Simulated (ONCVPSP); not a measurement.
# What one change does to a pseudopotential (Cu (Z = 29), ONCV)

| Property | Result |
| --- | --- |
| Element | copper (Cu) |
| Generator | ONCVPSP 4.0.1 |
| Type | optimised norm-conserving Vanderbilt (ONCV) |
| Functional | Wu-Cohen |
| Relativity | scalar-relativistic |
| Frozen core | [Ne] |
| Valence charge | 19 |
| Reference configuration | 3s2 3p6 3d10 4p1 |
| Partial waves | 3s: rc 1.15 bohr, ncon 4, nbas 7, qcut 12.1 1/bohr, local; 3p+4p: rc 1.20 bohr, ncon 5, nbas 8, qcut 13.5 1/bohr, 2 projectors; 3d: rc 1.25 bohr, ncon 3, nbas 8, qcut 14.1 1/bohr, 1 projector |
| Local potential | the s channel |
| Core correction | Teter function, fcfact 5, rcfact 1.1 |

All-electron outer shells of the reference configuration (Wu-Cohen, scalar-relativistic, ld1.x):

| shell | level (eV) | outermost node (bohr) | outermost maximum (bohr) |
| --- | --- | --- | --- |
| 2p | -919.00 | – | 0.16 |
| 3s | -116.61 | 0.29 | 0.61 |
| 3p | -74.21 | 0.26 | 0.62 |
| 3d | -7.19 | – | 0.60 |
| 4p | -1.66 | 0.97 | 3.35 |

Change: all radii but the core radius scaled by about 0.78 (s 0.90, p 0.94, d 0.98 bohr).

Cutoffs: the cutoffs (Ha) at which the residual kinetic energy of the hardest occupied pseudo-wave falls to 1 and 0.1 mHa per electron; they do not see the model core or the augmentation charge, which bear on the density cutoff. Errors are all-electron minus pseudo energies relative to the spin-unpolarised reference configuration.

Question: What does the change do?

Answer: The potential gets harder (71 Ha and 80 Ha → 83 Ha and 94 Ha); of the 4 tests that both files solve, the error grows in 1 and shrinks in 2 by more than 15 % and 0.3 meV (median size 174.8 → 38.4 meV); neither file shows a bound ghost. A smaller radius makes the pseudo-wave follow the all-electron one further in, where it bends more sharply, so more plane waves are needed.

```tsv
quantity	base	changed
cutoff, loose	71 Ha	83 Ha
cutoff, tight	80 Ha	94 Ha
loose cutoff by channel	s 47 Ha, p 45 Ha, d 71 Ha	s 62 Ha, p 61 Ha, d 83 Ha
bound ghosts	none	none
GHOST(+) flags under 300 eV	none	none
error for 3s2 3p6 3d10 4s1 4p0, meV [ΔE -4.22 eV]	+596	+121
error for 3s2 3p6 3d10 4p0, meV [ΔE 3.88 eV]	+0.6	+0.3
error for 3s2 3p6 3d9 4p0, meV [ΔE 25.22 eV]	+4.0	-5.9
error for 3s2 3p6 3d10 4s0.5 4p0, meV [ΔE -1.06 eV]	+346	+71
rms error of d²Exc/dni dnj with the model core, mHa	1.16	1.45
```
